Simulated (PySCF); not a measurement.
## What builds the second ionisation energy along group 6

All values are computed (PySCF 2.14, energy differences of UHF-based or UKS calculations, no spin-orbit coupling). Each column adds one step, in eV (sums use unrounded values): valence MP2, valence CCSD, valence triples, then the next inner shell at CCSD(T) (Cr 3s 3p, Mo 4s 4p, W 5s 5p). References (NIST) marked * lie between the lowest fine-structure levels; the others compare directly ((s) semi-empirical, (t) theoretical).

```tsv
element	UHF	+ MP2	+ CCSD	+ (T)	+ inner shell	sum	reference
Cr [Ar] 3d5 → [Ar] 3d4 (def2-TZVPPD, non-relativistic)	15.130	0.957	0.023	0.030	0.329	16.469	16.486 *
Mo [Kr] 4d5 → [Kr] 4d4 (def2-TZVPPD with the def2 core potential (28 electrons), ECP)	15.108	0.648	0.043	0.019	0.161	15.979	16.16 ± 0.12 (s) *
W [Xe] 4f14 5d4 6s1 → [Xe] 4f14 5d4 (def2-TZVPPD with the def2 core potential (60 electrons), ECP)	14.959	0.477	0.059	0.017	0.323	15.835	16.37 ± 0.15 (s) *
```

What remains against the references is mostly basis incompleteness and, for starred values, spin-orbit coupling.

These are valence bases, so the inner-shell step is incomplete.
